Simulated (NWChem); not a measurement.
System: BH$_{2}$S$_{2}$F; SMILES SB(S)F

```xyz
6

B      0.0000     0.0000    -0.3687
F      0.0000     0.0000    -1.6958
S      1.6304     0.0000     0.4200
H      1.2045     0.0000     1.6987
S     -1.6304     0.0000     0.4200
H     -1.2045     0.0000     1.6987
```
Atoms are numbered in this order, from 1.

All runs use the structure optimised with PBE0/def2-SVP.

Q: Give the principal values of the shielding tensors (ppm) of B1, F2, S3 from LDA (Slater exchange, VWN5)/pcSseg-1, GIAO (NWChem), with their diamagnetic and paramagnetic parts as GIAO splits them.

A: 
```
atom    σ11    σ22    σ33  isotropic  diamagnetic  paramagnetic
----  -----  -----  -----  ---------  -----------  ------------
B1      0.1   54.3   77.1       43.8        194.6        -150.7
F2     57.2   88.2  438.4      194.6        471.6        -277.0
S3    386.5  487.7  690.9      521.7       1057.1        -535.4
```
